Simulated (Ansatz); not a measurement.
C$_{2}$H$_{3}$F$_{2}$NSi, SMILES `C[Si](F)(F)C#N` at its PBE0-D4/def2-TZVP geometry, where that method's forces vanish. Total charge 0; spin multiplicity 1.

```xyz
9

C    -0.1532    0.4982   -1.1487
Si    0.3600    0.1780    0.5758
F     1.9246    0.0101    0.7056
F    -0.0829    1.3392    1.5498
C    -0.3866   -1.3726    1.2414
N    -0.8808   -2.3476    1.6016
H     0.1565   -0.3237   -1.7979
H    -1.2391    0.5971   -1.2115
H     0.3015    1.4212   -1.5159
```

Task: What forces (eV/Å) does B3LYP-D4/def2-TZVPP give on these atoms in the Gaussian-basis code of Ansatz? (Estimate.)

Result: Computed: 
```
C1  -0.030  0.025 -0.110
Si2 -0.114 -0.139 -0.054
F3   0.224 -0.020  0.014
F4  -0.063  0.170  0.134
C5   0.007  0.013 -0.002
N6  -0.026 -0.051  0.018
H7  -0.023  0.051  0.018
H8   0.056 -0.001 -0.016
H9  -0.033 -0.048 -0.002
```

B3LYP here is the variant with VWN-RPA as its local correlation; programs differ in this.
